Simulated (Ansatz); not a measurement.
Two members of one family (Series CrX2), computed with Ansatz in the gas phase. The two geometries come from different levels. HOMO and LUMO are taken over both spins. Binding counts from free atoms in the multiplicity of their measured ground term, without zero-point energy. Singlets are spin-restricted. Names give formal oxidation states. The structures are stationary points that may keep the symmetry of their start. Remarks come from the PBE and PBE0 runs and from stability tests at other levels; not every state was tested.

First: Cr(SH)2 (quintet, charge 0, PBE-D4/def2-TZVP geometry).

Cartesian coordinates in Å:
```
Cr 0.001 -0.001 0.003
S -1.273 1.822 0.370
H -1.095 1.822 1.717
S 1.275 -1.823 -0.371
H 1.091 -1.820 -1.718
```

```
               level  HOMO (eV)  LUMO (eV)  gap (eV)  binding per atom (eV)
    PBE-D4/def2-TZVP      -5.66      -4.65      1.01                   2.74
 revPBE-D4/def2-TZVP      -5.61      -4.59      1.02                   2.67
   BLYP-D4/def2-TZVP      -5.47      -4.44      1.03                   2.71
    PBE0-D4/def2-SVP      -7.05      -3.68      3.37                   2.59
r2SCAN0-D4/def2-TZVP      -7.43      -3.63      3.80                   2.57
```

Metal–donor distances: 2 × S 2.25 Å. Remarks: spin-contaminated (⟨S²⟩ up to 6.18), restricted SCF unstable in HF (singlet), spin-contaminated (⟨S²⟩ up to 3.02) (triplet).

Second: Cr(NH2)2 (quintet, charge 0, PBE0-D4/def2-TZVP geometry).

```xyz
7

Cr   -0.020   -0.329   -0.222
N     1.836   -0.098   -0.151
H     2.375    0.529   -0.733
H     2.438   -0.399    0.606
N    -1.843   -0.024    0.067
H    -2.426    0.610   -0.462
H    -2.360   -0.289    0.896
```

What does the change do? Estimate second minus first.


```json
{"level": "PBE-D4/def2-TZVP", "Δ HOMO (eV)": "1.23", "Δ LUMO (eV)": "1.91", "Δ gap (eV)": "0.69", "Δ binding per atom (eV)": "0.53"}
{"level": "revPBE-D4/def2-TZVP", "Δ HOMO (eV)": "1.23", "Δ LUMO (eV)": "1.92", "Δ gap (eV)": "0.70", "Δ binding per atom (eV)": "0.50"}
{"level": "BLYP-D4/def2-TZVP", "Δ HOMO (eV)": "1.19", "Δ LUMO (eV)": "1.87", "Δ gap (eV)": "0.68", "Δ binding per atom (eV)": "0.56"}
{"level": "PBE0-D4/def2-SVP", "Δ HOMO (eV)": "1.52", "Δ LUMO (eV)": "2.47", "Δ gap (eV)": "0.95", "Δ binding per atom (eV)": "0.49"}
{"level": "r2SCAN0-D4/def2-TZVP", "Δ HOMO (eV)": "1.29", "Δ LUMO (eV)": "2.28", "Δ gap (eV)": "0.99", "Δ binding per atom (eV)": "0.43"}
```

Metal–donor distances: 2 × N 1.87 Å. Remarks: restricted SCF unstable (singlet), spin-contaminated (⟨S²⟩ up to 3.03) (triplet).
